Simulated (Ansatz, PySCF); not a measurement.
Gas-phase reaction R1 → P1 + P2, each structure at its B3LYP-D3(BJ)/def2-TZVP stationary point, reached from a drawn start (curvature not checked).
R1: NH3 (SMILES N), charge 0, multiplicity 1.
P1, NH (SMILES [NH]) (charge 0, multiplicity 3):
```xyz
2

N     -0.009    -0.019    -0.521
H      0.009     0.019     0.521
```
P2, H2 (SMILES [H][H]) (charge 0, multiplicity 1):
```xyz
2

H      0.0000     0.0000     0.3720
H      0.0000     0.0000    -0.3720
```

P less R. No zero-point or thermal terms; singlets are restricted closed shells; open shells are unrestricted.

Correlated levels freeze the cores.

Run with Ansatz (Gaussian basis) for Hartree–Fock, density functionals and correlated methods; PySCF for the D3/D4 terms. No computed number here is a measurement.

What reaction energy does PBE-D3(BJ)/def2-TZVPP give?

108.5 kcal/mol

Estimate the reaction energy that CCSD(T)/cc-pVQZ returns for this input.

103.3 kcal/mol

Predict the reaction energy from r2SCAN/def2-TZVPP.

102.1 kcal/mol

Ansatz is an electronic-structure program.
